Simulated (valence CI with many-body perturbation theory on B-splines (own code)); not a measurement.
# E1 line list for Kr³¹⁺

Method: valence CI with perturbative core correlation (CI+MBPT): three valence electrons over a frozen Dirac-Fock core [He], radial functions for each j: 11 s, 11 p, 9 d, 7 f, 5 g, 2 h, 1 i, with the one-electron correlation potential Σ1, the two-electron term Σ2, the three-electron term Σ3, Breit, model QED; selected CI, second order for the rest (own B-spline code, finite nucleus).

No measured spectrum was set against this ion. As an estimate, large intervals hold to a few tenths of a per cent, small ones and those within an open d or f shell to about a per cent.

Lines 151 to 200 of 260 in falling wavelength, among levels below 2416.6 eV, chosen from the strongest by gf and those to the six lowest levels. Wavelengths and rates use the calculated energies. Electric multipoles are in the length gauge, E1 and E2 with the static RPA response of the core. Weak lines are less certain than strong ones. Lines between different terms over intervals too small for the method are left out, as are lines whose strength nearly cancels. The highest levels of a list are the least certain.

Levels are named by their leading jj configuration (3d3/2^4 stands for four electrons in 3d with j = 3/2), which in mixed levels can hold well under half, so a name can repeat and another be missing. Letters in brackets count levels of one name in rising energy.

```tsv
λ vac (Å)	Upper	Lower	A (s⁻¹)	S (a.u.)
5.830	(2s 2p1/2 3d5/2) J=5/2 [a]	(2s 2p1/2 2p3/2) J=3/2 [a]	4.45e+13	2.61e-02
5.827	(2s 2p3/2 3d3/2) J=5/2 [a]	(2s 2p1/2 2p3/2) J=3/2 [b]	6.51e+11	3.81e-04
5.821	(2s 2p1/2 3d3/2) J=3/2 [b]	(2s 2p1/2 2p3/2) J=3/2 [a]	1.59e+13	6.20e-03
5.820	(2s 2p1/2 3d3/2) J=1/2	(2s 2p1/2 2p3/2) J=3/2 [a]	3.32e+12	6.45e-04
5.819	(2s 2p3/2 3d3/2) J=1/2 [a]	(2s 2p1/2 2p3/2) J=3/2 [b]	4.59e+11	8.93e-05
5.816	(2s 2p3/2 3d5/2) J=3/2 [a]	(2s 2p1/2 2p3/2) J=1/2	1.32e+13	5.12e-03
5.804	(2s 2p3/2 3d5/2) J=5/2 [a]	(2s 2p1/2 2p3/2) J=3/2 [b]	2.09e+12	1.21e-03
5.791	(2s 2p3/2 3d5/2) J=3/2 [a]	(2s 2p1/2 2p3/2) J=3/2 [b]	4.26e+12	1.63e-03
5.789	(2s 2p1/2 3d5/2) J=5/2 [b]	(2s 2p1/2 2p3/2) J=3/2 [a]	7.71e+12	4.43e-03
5.787	(2s 2p1/2 3p1/2) J=3/2	(2s^2 2p3/2) J=3/2	1.86e+12	7.11e-04
5.782	(2s 2p3/2 3d3/2) J=5/2 [b]	(2s 2p3/2^2) J=5/2	5.71e+12	3.27e-03
5.778	(2s 2p3/2 3d5/2) J=7/2 [b]	(2s 2p3/2^2) J=5/2	3.90e+13	2.97e-02
5.764	(2s 2p3/2 3d5/2) J=1/2	(2s 2p1/2 2p3/2) J=3/2 [b]	6.17e+11	1.17e-04
5.764	(2s 2p3/2 3s) J=3/2 [a]	(2s 2p1/2^2) J=1/2	4.53e+11	1.71e-04
5.763	(2s 2p1/2 3d3/2) J=3/2 [a]	(2s 2p1/2^2) J=1/2	5.01e+12	1.89e-03
5.749	(2s 2p1/2 3p3/2) J=3/2 [a]	(2s^2 2p3/2) J=3/2	3.74e+11	1.40e-04
5.748	(2s 2p1/2 3p1/2) J=1/2 [b]	(2s^2 2p3/2) J=3/2	4.27e+11	8.00e-05
5.735	(2s 2p3/2 3d3/2) J=7/2	(2s 2p1/2 2p3/2) J=5/2	7.35e+13	5.47e-02
5.735	(2s 2p3/2 3d3/2) J=5/2 [a]	(2s 2p1/2 2p3/2) J=5/2	5.26e+13	2.94e-02
5.730	(2s 2p3/2 3d3/2) J=3/2 [a]	(2s 2p1/2 2p3/2) J=5/2	2.59e+13	9.63e-03
5.729	(2s 2p1/2 3p3/2) J=1/2	(2s^2 2p3/2) J=3/2	5.92e+11	1.10e-04
5.727	(2s 2p1/2 3p3/2) J=5/2	(2s^2 2p3/2) J=3/2	7.99e+11	4.44e-04
5.723	(2s 2p3/2 3d3/2) J=3/2 [b]	(2s 2p1/2 2p3/2) J=1/2	3.60e+13	1.33e-02
5.716	(2s 2p1/2 3d3/2) J=3/2 [b]	(2s 2p1/2^2) J=1/2	7.22e+13	2.66e-02
5.715	(2s 2p1/2 3p3/2) J=3/2 [b]	(2s^2 2p3/2) J=3/2	3.88e+11	1.43e-04
5.715	(2s 2p1/2 3d3/2) J=1/2	(2s 2p1/2^2) J=1/2	1.14e+14	2.10e-02
5.713	(2s 2p3/2 3d5/2) J=5/2 [a]	(2s 2p1/2 2p3/2) J=5/2	3.70e+12	2.04e-03
5.710	(2s 2p3/2 3d3/2) J=1/2 [b]	(2s 2p1/2 2p3/2) J=1/2	5.52e+13	1.01e-02
5.703	(2s 2p3/2 3d3/2) J=5/2 [b]	(2s 2p1/2 2p3/2) J=3/2 [b]	8.27e+13	4.54e-02
5.699	(2s 2p3/2 3d3/2) J=3/2 [b]	(2s 2p1/2 2p3/2) J=3/2 [b]	2.03e+13	7.41e-03
5.690	(2s 2p1/2 3d5/2) J=3/2	(2s 2p1/2^2) J=1/2	4.45e+12	1.62e-03
5.689	(2s 2p3/2 3d3/2) J=5/2 [a]	(2s 2p1/2 2p3/2) J=3/2 [a]	3.14e+13	1.71e-02
5.688	(2s^2 3d3/2) J=3/2	(2s^2 2p1/2) J=1/2	7.20e+13	2.62e-02
5.686	(2s 2p3/2 3d5/2) J=7/2 [a]	(2s 2p1/2 2p3/2) J=5/2	5.73e+12	4.16e-03
5.686	(2s 2p3/2 3d3/2) J=1/2 [b]	(2s 2p1/2 2p3/2) J=3/2 [b]	4.54e+12	8.23e-04
5.684	(2s 2p3/2 3d3/2) J=3/2 [a]	(2s 2p1/2 2p3/2) J=3/2 [a]	5.61e+13	2.03e-02
5.683	(2s 2p3/2 3d5/2) J=5/2 [b]	(2s 2p1/2 2p3/2) J=3/2 [b]	2.70e+12	1.47e-03
5.682	(2s 2p3/2 3d3/2) J=1/2 [a]	(2s 2p1/2 2p3/2) J=3/2 [a]	7.61e+13	1.38e-02
5.678	(2p1/2 2p3/2 3p1/2) J=1/2	(2s 2p1/2 2p3/2) J=3/2 [b]	3.66e+12	6.62e-04
5.674	(2s 2p3/2 3d5/2) J=3/2 [b]	(2s 2p1/2 2p3/2) J=3/2 [b]	4.65e+11	1.68e-04
5.651	(2s 2p1/2 3p1/2) J=1/2 [a]	(2s^2 2p1/2) J=1/2	7.16e+12	1.27e-03
5.648	(2p1/2 2p3/2 3p1/2) J=5/2	(2s 2p1/2 2p3/2) J=3/2 [b]	8.31e+11	4.43e-04
5.646	(2p1/2 2p3/2 3p3/2) J=1/2 [a]	(2s 2p1/2 2p3/2) J=1/2	1.08e+13	1.91e-03
5.632	(2s 2p3/2 3p1/2) J=3/2 [a]	(2s^2 2p3/2) J=3/2	8.89e+12	3.14e-03
5.630	(2p1/2 2p3/2 3p1/2) J=3/2 [b]	(2s 2p1/2 2p3/2) J=1/2	8.08e+12	2.85e-03
5.629	(2p1/2 2p3/2 3p3/2) J=5/2 [a]	(2s 2p1/2 2p3/2) J=3/2 [b]	7.59e+11	4.01e-04
5.627	(2s 2p1/2 3p1/2) J=3/2	(2s^2 2p1/2) J=1/2	6.05e+12	2.13e-03
5.625	(2s 2p3/2 3p1/2) J=5/2	(2s^2 2p3/2) J=3/2	1.50e+13	7.91e-03
5.622	(2p1/2 2p3/2 3p3/2) J=1/2 [a]	(2s 2p1/2 2p3/2) J=3/2 [b]	2.44e+12	4.28e-04
5.615	(2p1/2 2p3/2 3p3/2) J=3/2 [a]	(2s 2p1/2 2p3/2) J=3/2 [b]	1.02e+13	3.55e-03
```
